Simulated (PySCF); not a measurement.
# S+ (sulfur, charge +1) across methods

[Ne] 3s2 3p2 4s1, high-spin 4P determinant (an excited configuration). All numbers are calculated (PySCF 2.14, the spin-free X2C one-electron Hamiltonian (Gaussian nucleus), in dyall-av3z (19s12p3d2f, 84 functions)).

| method | E (hartree) | mean ε 3s β (eV) | mean ε 3p α (eV) | mean ε 4s α (eV) | Σ⟨r²⟩ (bohr²) | ⟨S²⟩ |
| --- | --- | --- | --- | --- | --- | --- |
| UHF | -397.76759 | -35.290 | -28.166 | -9.370 | 37.65 | 3.760 |
| B97-3 | -398.2853 | -32.453 | -23.777 | -8.166 | 36.14 | 3.753 |
| wB97X-V | -398.2706 | -35.144 | -26.310 | -9.526 | 36.74 | 3.753 |
| B3LYP | -398.3624 | -32.096 | -23.312 | -8.070 | 35.49 | 3.753 |
| LDA | -396.9446 | -30.872 | -22.030 | -7.761 | 35.12 | 3.751 |
| PBE0 | -398.2008 | -32.044 | -23.696 | -8.192 | 35.14 | 3.754 |
| PBE | -398.1770 | -30.302 | -21.817 | -7.603 | 33.82 | 3.752 |
| r2SCAN0 | -398.2976 | -32.229 | -24.138 | -8.182 | 35.66 | 3.756 |

The outer electron is Rydberg-like, and this basis confines it to a smaller radius and binds it less than a complete one would.
